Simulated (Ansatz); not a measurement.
Job for Ansatz (a quantum-chemistry and plane-wave program): U-CCSD(T)/cc-pV(T+d)Z on FHOSi (SMILES O[Si]F), a point of a bond scan (R = 0.773 Å). Files ending in .json are basis or fitting sets from the Basis Set Exchange.

Ansatz 0.2 input:
```yaml
crystal:
  periodic: [false, false, false]
  atoms:
    - {symbol: Si, position_ang: [0.00937425, 0.00603277, 0.61022733]}
    - {symbol: F, position_ang: [-0.73513023, 1.02562647, -0.41739903]}
    - {symbol: O, position_ang: [0.73079075, -1.04612827, -0.42560613]}
    - {symbol: H, position_ang: [0.65704340, -0.96608230, -1.19051509]}
basis:
  gaussian:
    orbitals: cc-pV_T+d_Z.json
correlation: {method: ccsd_t, electrons: outside_noble_gas}
scf: {omitted_lower_state_checks: [cluster_reference]}
magnetization: {spin_polarized: true, initial_magnetization: 0}
```

Program output:

```
WARN ansatz: RAYON_NUM_THREADS=1 ignored (pool sized by the plan → 1); use --threads N
Functional definition: HF
these checks for a lower state are left out or cut short: cluster_reference
integrals: 0.25 GiB planned
687 factors; integrals over basis functions are off by at most 1.4e-3 eV
mean field: 0.28 GiB planned
mean field evaluation 1: about -12621.1242 eV, gradient 3.2e1 eV
mean field evaluation 2: about -12621.1288 eV, gradient 3.2e1 eV
mean field evaluation 4: about -12624.4261 eV, gradient 1.5e0 eV
mean field evaluation 8: about -12624.4512 eV, gradient 9.7e-5 eV
mean field evaluation 16: about -12624.4431 eV, gradient 1.5e-1 eV
mean field -12624.45118181 eV, -463.9400237713 hartree, gradient 1.6e-6 eV, S^2 0.000000; 2 other end points of the search recorded, 0 dependent functions left out
7 core orbitals not correlated
reference -12624.45118181 eV, -463.9400237713 hartree; 9, 9 occupied and 97, 97 virtual orbitals, 687 factors
second order -15.94727707 eV of doubles, -0.00000000 eV of singles
coupled cluster: 0.66 GiB planned
cycle   1  -15.81939095 eV  change    1.3e-1 eV  update   9.1e-2
cycle   2  -16.17768011 eV  change   -3.6e-1 eV  update   3.0e-2
cycle   3  -16.27728348 eV  change   -1.0e-1 eV  update   1.7e-2
cycle   4  -16.26342898 eV  change    1.4e-2 eV  update   3.6e-3
cycle   5  -16.26070806 eV  change    2.7e-3 eV  update   1.4e-3
cycle   6  -16.26142324 eV  change   -7.2e-4 eV  update   4.6e-4
cycle   7  -16.26129767 eV  change    1.3e-4 eV  update   1.6e-4
cycle   8  -16.26125917 eV  change    3.8e-5 eV  update   4.7e-5
cycle   9  -16.26127604 eV  change   -1.7e-5 eV  update   1.6e-5
perturbative correction -0.53808160 eV, -0.0197741343 hartree
Total energy: -12641.25053946 eV, -464.5573887776 hartree
Checks for a lower state left out: cluster_reference
```

The calculation finished and met its thresholds.

Cost: roughly 13 core-seconds.
